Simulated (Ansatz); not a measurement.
Program: Ansatz. Geometries: PBE0-D4/def2-TZVP. ΔE: electronic, gas phase. CCSD(T)/CBS adds triple-zeta CCSD(T) − MP2 to the extrapolated MP2 energy (def2 sets, frozen cores). This one scheme is used for every species. Functionals use def2-TZVPP. B3LYP here is the variant with VWN-RPA as its local correlation; programs differ in this. def2 core potentials past Kr. For In outer-core shells are correlated without core-valence functions, which leaves a few kJ/mol of doubt a bond. One conformer a species, not always the lowest.

Reaction (hydrogenolysis of the In–S bond): `[CH3][InH][SH]` + H₂ → `[CH3][InH2]` + H₂S

```tsv
level	ΔE (kcal/mol)	difference from CCSD(T)/CBS
revPBE-D4	21.8	-0.4
BLYP-D4	21.6	-0.6
r2SCAN0-D4	21.3	-0.9
ωB97X-V	19.6	-2.6
PBE-QIDH	21.1	-1.1
BLYP	19.9	-2.3
PBE0	20.0	-2.2
B3LYP	19.3	-2.9
r2SCANh	21.6	-0.6
LC-ωPBE	18.2	-4.0
RPA@PBE/def2-TZVPP	19.2	-3.0
HF/def2-TZVPP	16.7	-5.5
MP2/def2-QZVPP	24.1	1.9
SCS-MP2/def2-QZVPP	22.2	0.0
HF/CBS(def2)	16.6	-5.6
MP2/CBS(def2)	24.9	2.7
CCSD(T)/CBS	22.2	0
```

Largest T1 diagnostic among the species: 0.013.

From r2SCAN to r2SCAN0 (25 % exact exchange), in def2-TZVPP and without D4, ΔE moves by −0.9 kcal/mol. Leaving LDA and LC-ωPBE aside and taking each functional with its dispersion term where it has one, the values, not all of them listed here, spread over 3.4 kcal/mol, from B97M-V to r2SCAN-D4. In def2-TZVPP, CCSD(T) changes the Hartree–Fock value by +3.8 kcal/mol (the triples alone add +1.3 kcal/mol) and MP2 by +6.5 kcal/mol.
